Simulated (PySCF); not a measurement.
A ladder of Hamiltonians for Cl¹³⁺ (chlorine, charge +13)

Occupied: 1s1/2, 2s1/2. Hartree-Fock calculated with PySCF 2.14 in an uncontracted even-tempered set (20 s from 0.72 bohr⁻², ratio 2.3; 13 p from 0.86 bohr⁻², ratio 2.3), Gaussian nucleus throughout. NR is non-relativistic, sf-X2C the spin-free one-electron X2C Hamiltonian, X2C adds the bare one-electron spin-orbit term, X2C-SNSO screens it by Boettger's factors, DC is four-component Dirac-Coulomb, and the Gaunt and Breit terms are added at first order (total energies over the DC spinors, levels after relaxing the spinors in that mean field). QED terms are absent. Levels marked empty are virtual spinors of this ion.

```
   level (eV)       NR   sf-X2C      X2C  X2C-SNSO
        1s1/2  -3479.5  -3491.3  -3491.3   -3491.3
        2s1/2  -742.14  -745.34  -745.34   -745.34
2p1/2 (empty)  -654.21  -655.08  -656.82   -656.61
2p3/2 (empty)  -654.21  -655.08  -654.22   -654.32
3s1/2 (empty)  -285.64  -286.58  -286.58   -286.58
```

Task: Where do the four-component calculations put these levels?

Result: 1s1/2: DC -3492.2, DC+Gaunt -3490.4, DC+Breit -3490.4; 2s1/2: DC -745.41, DC+Gaunt -745.24, DC+Breit -745.26; 2p1/2 (empty): DC -656.65, DC+Gaunt -656.37, DC+Breit -656.41; 2p3/2 (empty): DC -654.33, DC+Gaunt -654.16, DC+Breit -654.21; 3s1/2 (empty): DC -286.60, DC+Gaunt -286.56, DC+Breit -286.56 (eV).

| Hamiltonian | E (hartree) | E − E(DC) (hartree) | CPU seconds |
| --- | --- | --- | --- |
| NR | -335.3562 | 1.3139 | 0.46 |
| sf-X2C | -336.6339 | 0.0362 | 0.26 |
| X2C | -336.6339 | 0.0362 | 0.26 |
| X2C-SNSO | -336.6339 | 0.0362 | 0.26 |
| DC | -336.6701 | 0.0000 | 4.7 |
| DC+Gaunt | -336.5959 | 0.0742 | 8.5 |
| DC+Breit | -336.5971 | 0.0729 | 75 |

Weight of the small component: 1s1/2 0.00371, 2s1/2 0.000768, 2p1/2 0.000727, 2p3/2 0.000724, 3s1/2 0.000286.

Koopmans' value for the highest occupied level at DC+Breit: 745.26 eV, against an ionisation energy of 750.23 ± 0.19 eV (semi-empirical (NIST evaluation); NIST Atomic Spectra Database, ionization energies); the former lacks relaxation, correlation, QED and recoil.

The whole ladder took 91 s of wall time on 1 thread of Neoverse-N1 (shared host), launched as `OMP_NUM_THREADS=1 python relrun2.py TASK.json OUT` (a driver that calls PySCF for each Hamiltonian).
